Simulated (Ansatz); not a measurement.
Reaction R1 → 6 P1 + P2, each structure at its B3LYP-D3(BJ)/def2-TZVP stationary point, reached from a drawn start (curvature not checked).
R1: F6S (SMILES F[S](F)(F)(F)(F)F), charge 0, multiplicity 1.
P1: F atom, charge 0, multiplicity 2.
P2: S atom, charge 0, multiplicity 3.

P less R. No zero-point or thermal terms; singlets are restricted closed shells; open shells are unrestricted; no spin–orbit coupling.

Frozen-core correlation throughout.

Programs: Ansatz (Gaussian orbitals). All values are computed, each at the level named.

The comparison value is 19.631 eV (CCSD(T)/cc-pV(T+d)Z). It is a level with limits of its own, not the exact answer.

Problem. Order these levels by how close they come to the comparison value for the reaction energy, closest first: SVWN5/def2-TZVPP, wB97X-V/def2-TZVPP, r2SCAN/def2-TZVPP, CAM-B3LYP/def2-TZVPP, PBE0/def2-TZVPP. Give each level's value less the comparison value.

Solution. PBE0/def2-TZVPP (0.807 eV), CAM-B3LYP/def2-TZVPP (0.955 eV), wB97X-V/def2-TZVPP (1.214 eV), r2SCAN/def2-TZVPP (1.606 eV), SVWN5/def2-TZVPP (8.512 eV)

Ansatz is an electronic-structure program.
